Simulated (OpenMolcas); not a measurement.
Cu2+ (d9) in a complex was computed by SS-CASPT2, IPEA 0.25 Eh, imaginary shift 0.1 Eh with the d shell active (OpenMolcas, ANO-RCC-VDZP on the metal). Its lowest spin-free states, and all those of the highest spin:

```csv
2S+1,Degeneracy,E (cm-1)
2,1,0
2,1,660
2,1,4840
2,2,5030
```

Is the site octahedral, tetrahedral or cube-like, axial, or of lower symmetry?

The states with 2S+1 = 2 have orbital degeneracies 1, 1, 1, 2. There are pairs but no triples, so the site is axial: not cubic, but with a proper or improper axis of order three or more. The run had Cu2+ with 6 ligands (oxide) in tetragonal octahedral coordination (D4h) at 2.11 Å, the axial distance 2.152 Å. A charge of +1.67 e stands 2.6 Å behind each ligand. Ligand basis ANO-RCC-VDZP.

Over all roots computed the reference weight is 0.64; a low but even weight reflects the number of correlated electrons. The oxide ions are held by bare point charges, a crude embedding. A single d shell leaves out the double-shell effect, which counts most for late 3d ions, where the CASPT2 field can be off either way by tens of per cent. Ligand-to-metal charge-transfer states are missing. With oxide or sulfide held by bare charges the field of late divalent 3d ions can come out several times too small, and g and χT far too large. With one d shell and no ligand orbital active, 10Dq can be off by tens of per cent for divalent 3d ions, low with halides held by bare charges and at times high in hosts, and the orbital part of g and χT goes as 1/10Dq. Free-ion shares, where given, are those of the reference states; single-state CASPT2 does not remix them. No measured value stands beside these numbers; the geometry was imposed, not optimised, and the real ion may take another.
